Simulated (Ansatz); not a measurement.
`CB[CH2][AlH2]` + `C=C=C=N` → `C=C=C=[N][AlH2]` + `CBC` at 298.15 K and 1 bar (ligand exchange at the Al–C bond).

Isolated molecules relaxed with PBE0-D4/def2-TZVP in Ansatz; ΔE leaves out vibrations. CBS: MP2 limit from def2 TZ/QZ plus the TZ coupled-cluster correction, frozen cores. Each species was taken in one conformer, which may not be the lowest.

```json
{"species": "`CB[CH2][AlH2]`", "CCSD(T)/CBS energy (Eh)": "-347.72419", "H − E (kJ/mol)": "254.2", "S (J/(mol·K))": "349.4"}
{"species": "`C=C=C=N`", "CCSD(T)/CBS energy (Eh)": "-170.55528", "H − E (kJ/mol)": "143.6", "S (J/(mol·K))": "276.5"}
{"species": "`C=C=C=[N][AlH2]`", "CCSD(T)/CBS energy (Eh)": "-413.19818", "H − E (kJ/mol)": "160.1", "S (J/(mol·K))": "337.6"}
{"species": "`CBC`", "CCSD(T)/CBS energy (Eh)": "-105.11307", "H − E (kJ/mol)": "238.0", "S (J/(mol·K))": "286.3"}
```

H − E and S are ideal-gas, rigid-rotor, harmonic terms from PBE0-D4/def2-TZVP, for one conformer and one mirror image of each species. 1 Eh = 2625.50 kJ/mol, R = 8.31446 J/(mol·K).

Problem. By hand: ΔE, ΔH, ΔS and ΔG.

Solution. ΔE = (-413.19818) + (-105.11307) − (-347.72419) − (-170.55528) = -0.03178 Eh = -83.4 kJ/mol. Δ(H − E) = 160.1 + 238.0 − 254.2 − 143.6 = 0.3, so ΔH = -83.1 kJ/mol. ΔS = 337.6 + 286.3 − 349.4 − 276.5 = -2.0 J/(mol·K). ΔG = -83.1 − 298.15 × (-2.0)/1000 = -82.5 kJ/mol.

Problem. By hand: the equilibrium constant, and the temperature at which ΔG would vanish if ΔH and ΔS stayed fixed.

Solution. log₁₀ K = −ΔG/(RT ln 10) = 14.5. ΔG = 0 at ΔH/ΔS = 41550 K, far beyond where these terms or the molecules hold.

The number of gas molecules stays the same, so ΔS is small and ΔH decides. A doubt of 5 kJ/mol in ΔE shifts log₁₀ K by 0.9 here. Other conformers and mirror images would add mixing entropy, several J/(mol·K) or more a flexible species. Modes under 60 cm⁻¹, often nearly free rotors, make the harmonic entropy too high. These are equilibria of isolated gas molecules and say nothing of rates. Largest T1 diagnostic: 0.016 (customary marks: 0.02 for closed shells, 0.045 for open ones).
